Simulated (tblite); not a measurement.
Level: GFN2-xTB in tblite, geometry and Hessian alike; calculated harmonic values, unscaled, isolated species. The method is semi-empirical: single wavenumbers can be off by several per cent or more. Modes of hydrogen on silicon can be 10 to 20 % off. One conformer each. Thermal functions are those of the rigid rotor and harmonic oscillator, without mixing of conformers.

Problem. Order these by their heat capacity Cp at 298.15 K, highest first (cal/(mol K)).
A. `CO[C@H]1[SiH2]CS1`
B. `O=C=NC=C`
C. `c1(C#N)ccc(pc1)C=O`
D. `C#Cc1cpcnc1C=O`
E. `S1C[C@H]([C@@H]1O[SiH3])C=O`

Solution. E (36.7), D (36.0), C (34.6), A (31.2), B (18.7).

| SMILES | atoms | mass (u) | symmetry number | modes under 300 cm⁻¹ | ZPE (kcal/mol) | S translation (cal/(mol K)) | S rotation | S vibration | S | Cp |
| --- | --- | --- | --- | --- | --- | --- | --- | --- | --- | --- |
| O=C[C@@H]1CS[C@H]1O[SiH3] | 16 | 148.00 | 1 | 7 | 68.4 | 40.9 | 29.8 | 30.4 | 101.1 | 36.7 |
| C#Cc1cpcnc1C=O | 14 | 149.00 | 1 | 6 | 54.3 | 40.9 | 29.8 | 25.0 | 95.8 | 36.0 |
| N#Cc1ccc(C=O)pc1 | 14 | 149.00 | 1 | 6 | 55.6 | 40.9 | 29.8 | 24.1 | 94.8 | 34.6 |
| CO[C@H]1[SiH2]CS1 | 14 | 120.01 | 1 | 5 | 63.7 | 40.3 | 27.9 | 19.9 | 88.1 | 31.2 |
| C=CN=C=O | 8 | 69.02 | 1 | 2 | 34.2 | 38.6 | 24.9 | 8.5 | 72.1 | 18.7 |

Entropies and Cp are for 298.15 K and 1 bar.
